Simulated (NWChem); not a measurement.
# C4H4O2; SMILES C#CCC(=O)O

```xyz
10

C      0.2800    -2.5207     0.5125
C     -0.0081    -1.5110    -0.0882
C     -0.3768    -0.3155    -0.8288
C     -0.0354     1.0213    -0.1959
O     -0.5962     2.0439    -0.4814
O      0.9734     0.9516     0.6719
H      0.5414    -3.4121     1.0522
H      0.1188    -0.3183    -1.8166
H     -1.4572    -0.2936    -1.0384
H      1.1221     1.8544     0.9945
```
Atoms are numbered in this order, from 1.

Computed with NWChem. Pople sets run with spherical d functions. The geometry was optimised at PBE0/def2-SVP. Isolated, static molecule.

GIAO at B3LYP/6-31G*: principal shieldings of C1 are 58.7, 62.4, 253.0 ppm; an isolated tetramethylsilane molecule has σ = 189.5 ppm at the same levels.

Question: Find the isotropic 13C shift, its principal values, the span and the skew.

Answer: 
1. σ(iso) = one third of the sum = 124.7 ppm.
2. δ = σ(reference) − σ = 64.8 ppm against tetramethylsilane.
3. δ11, δ22, δ33 = 130.8, 127.1, -63.5 ppm.
4. Span Ω = δ11 − δ33 = 194.3 ppm; skew κ = 3(δ22 − δ(iso))/Ω = 0.96.
